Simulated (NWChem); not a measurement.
System meant: HfH₃O₃ cation; SMILES [OH][Hf+]([OH])[OH]

NWChem input:

```
start job
memory heap 200 mb stack 900 mb global 1100 mb
charge 1
geometry units angstroms noautoz
  Hf     0.000000     0.000000     0.717448
  O     -1.771982    -0.169673     0.128901
  H     -2.588493    -0.248035    -0.374902
  O      0.739050     1.619418     0.128901
  H      1.079442     2.365718    -0.374902
  O      1.032932    -1.449745     0.128901
  H      1.509051    -2.117683    -0.374902
end
basis spherical
  * library def2-svp
end
dft
  xc xpbe96 cpbe96
  iterations 150
  mulliken
end
task dft energy
```

End of the output:

```
          Convergence Information
          -----------------------
          Convergence aids based upon iterative change in
          total energy or number of iterations.
          Levelshifting, if invoked, occurs when the
          HOMO/LUMO gap drops below (HL_TOL):  1.00D-02
          DIIS, if invoked, will attempt to extrapolate
          using up to (NFOCK): 10 stored Fock matrices.

                    Damping( 0%)  Levelshifting(0.5)       DIIS
                  --------------- ------------------- ---------------
          dE  on:    start            ASAP                start
          dE off:    2 iters        150 iters           150 iters

      Screening Tolerance Information
      -------------------------------
          Density screening/tol_rho:  1.00D-10
          AO Gaussian exp screening on grid/accAOfunc:  14
          CD Gaussian exp screening on grid/accCDfunc:  20
          XC Gaussian exp screening on grid/accXCfunc:  20
          Schwarz screening/accCoul:  1.00D-08

      Superposition of Atomic Density Guess
      -------------------------------------

      charge =      72.0 Hf (Hafnium)

      symmetry species            s     p     d     f
      number of basis functions = 7     6     5     1
      number of cont. functions = 6     3     2     1
      number of closed shells   = 6     4     2     1
      number of open shells     = 0     0     1     0
      open shell occupation     = 0     0     2     0
 ------------------------------------------------------------------------
 atomscf:atomd: error in atom scf                   0
 ------------------------------------------------------------------------
 ------------------------------------------------------------------------
  current input line :
    21: task dft energy
 ------------------------------------------------------------------------
 ------------------------------------------------------------------------
 This error has not yet been assigned to a category
 ------------------------------------------------------------------------
 For more information see the NWChem manual at https://nwchemgit.github.io

0:atomscf:atomd: error in atom scf:Received an Error in Communication
```

Q: Can this run be used? If not, why, and what is the fix?

A: The program stopped with an error. Cause: the def2 basis of a heavy element holds valence functions alone and wants its effective core potential (without it all electrons must fit into that basis). This input runs:
```
start job
memory heap 200 mb stack 900 mb global 1100 mb
charge 1
geometry units angstroms noautoz
  Hf     0.000000     0.000000     0.717448
  O     -1.771982    -0.169673     0.128901
  H     -2.588493    -0.248035    -0.374902
  O      0.739050     1.619418     0.128901
  H      1.079442     2.365718    -0.374902
  O      1.032932    -1.449745     0.128901
  H      1.509051    -2.117683    -0.374902
end
basis spherical
  * library def2-svp
end
ecp
  Hf library def2-ecp
end
dft
  xc xpbe96 cpbe96
  iterations 150
  mulliken
end
task dft energy
```
It converges to -275.03416 Ha (PBE/def2-SVP with def2 effective core potentials on Hf).
